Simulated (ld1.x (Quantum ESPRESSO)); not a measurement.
# How hard is this manganese (Mn) TM potential?

manganese (Mn), norm-conserving Troullier–Martins (Kleinman–Bylander form), made with ld1.x (Quantum ESPRESSO) 7.5 (PBE, scalar-relativistic). Core [Ne], reference 3s2 3p6 3d6 4s1 4p0. Waves: 3s (bound): rc 1.25 bohr; 3p (bound): rc 0.75 bohr; 3d (bound): rc 1.20 bohr. Local part: all-electron potential smoothed inside 0.75 bohr (lloc = -1). Core correction: none.

Occupied shells without a wave of their own: 4s. They enter only through the test configuration that unscreens the potential.

The pseudo-atom Hamiltonian at the reference potential is diagonalised in spherical Bessel functions j_l(qr) that vanish at 20 bohr, with q² up to the cutoff. All-electron valence levels (Ry): 3s -5.9986, 4s -0.3038, 3p -3.7097, 4p -0.0681, 3d -0.2480.

Question: How do the lowest levels (Ry) of each channel move with the cutoff, and are there ghosts?

Answer:

```
cutoff (Ry)     s #1     s #2     p #1     p #2     d #1    f #1    f #2  Σ f·Δε (mRy)
          8  -5.5309  -0.2613  -1.4306  -0.0161   0.0533  0.1076  0.2306       16499.5
         21  -5.9285  -0.3231  -3.1354  -0.0527   0.0524  0.1076  0.2306        5408.0
         50  -5.9921  -0.3249  -3.6981  -0.0682   0.0438  0.1076  0.2306        1850.9
         90  -5.9970  -0.3347  -3.7042  -0.0684  -0.1842  0.1076  0.2306         427.4
        180  -5.9986  -0.3428  -3.7090  -0.0684  -0.2478  0.1076  0.2306           5.2
        350  -5.9987  -0.3429  -3.7097  -0.0685  -0.2480  0.1076  0.2306           0.2
        400  -5.9987  -0.3429  -3.7097  -0.0685  -0.2480  0.1076  0.2306           0.0
```

Result: no extra level below or beside the all-electron valence levels (s, p, d, f tested); 10 mRy is reached at 160 Ry and 1 mRy at 260 Ry.

The potential misses its own reference levels by up to 0.5 eV. Its largest configuration-test error is -1889 meV.
